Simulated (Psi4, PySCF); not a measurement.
Here is a job for Psi4.
```
memory 2 GB

molecule {
0 1
Se   -0.00203224    0.00254110    0.35944284
F     0.96817789    1.31904607   -0.34335275
F     1.32333862   -0.96859697   -0.32517209
F    -0.96433922   -1.32384594   -0.33559484
F    -1.31949995    0.96379711   -0.35377550
}

set {
  basis 6-31g*
  scf_type pk
  puream true
  d_convergence 1e-8
  dft_radial_points 99
  dft_spherical_points 590
}

energy('pbe0')
print_variables()
```

**Question.** Give the equivalent PySCF input.

**Answer.** This is not unique; one that fits is 
```python
from pyscf import gto, scf, dft

mol = gto.Mole()
mol.atom = '''
    Se   -0.002032    0.002541    0.359443
    F     0.968178    1.319046   -0.343353
    F     1.323339   -0.968597   -0.325172
    F    -0.964339   -1.323846   -0.335595
    F    -1.319500    0.963797   -0.353776
'''
mol.basis = '6-31g*'
mol.charge = 0
mol.spin = 0
mol.verbose = 4
mol.build()

mf = dft.RKS(mol)
mf.xc = 'pbe0'
mf.grids.atom_grid = (99, 590)
mf.grids.prune = None
mf.kernel()
```

Both were run: Psi4 gave -2799.887881 Eh and PySCF -2799.887879 Eh, 0.001 mEh apart.
